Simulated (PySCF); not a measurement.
## Electron correlation in I⁺ (iodine, charge +1)

[Kr] 4d10 5s2 5p4, high-spin 3P determinant. All numbers are calculated (PySCF 2.14, scalar relativity by spin-free X2C-1e, in aug-cc-pVQZ-DK3 (9s8p6d3f2g, 102 functions)). Frozen: [Kr] 4d10; 6 electrons correlated.

| level | correlation energy (mhartree) |
| --- | --- |
| CCSD | -114.57 |
| (T) | -3.61 |
| CCSD(T) | -118.18 |

Diagnostics: T1 = 0.0079, D1 = 0.0230, largest double amplitude 0.030.

Is a single reference adequate?

Yes, within this model without spin-orbit coupling: T1 lies below 0.03 and no double amplitude reaches 0.07.
